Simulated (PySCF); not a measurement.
B3LYP has the VWN-RPA correlation part, as in Gaussian. Excitations are Tamm–Dancoff values on a coarser integration grid. The basis has no diffuse functions, so Rydberg states are missing or too high.

Z-matrix (Å, degrees):
```
Al
H 1 1.5821
H 1 1.5822 2 117.97
B 1 2.1144 2 121.02 3 180.00
H 4 1.1935 1 122.68 2 89.97
H 4 1.1935 5 114.64 1 -179.99
```
Charge 0, multiplicity 1.

**Question.** Predict the LUMO, dipole moment, T1 excitation (TDA), HOMO–LUMO gap, S1 oscillator strength, S1–T1 gap (TDA), HOMO and S1 excitation (TDA) from B3LYP-D3(BJ)/def2-TZVP // M06-2X/def2-TZVP in PySCF.

**Answer.** 
* **LUMO**: -2.52 eV
* **dipole moment**: 0.081 e·Å
* **T1 excitation (TDA)**: 2.60 eV
* **HOMO–LUMO gap**: 4.79 eV
* **S1 oscillator strength**: 0.016
* **S1–T1 gap (TDA)**: 0.99 eV
* **HOMO**: -7.31 eV
* **S1 excitation (TDA)**: 3.58 eV
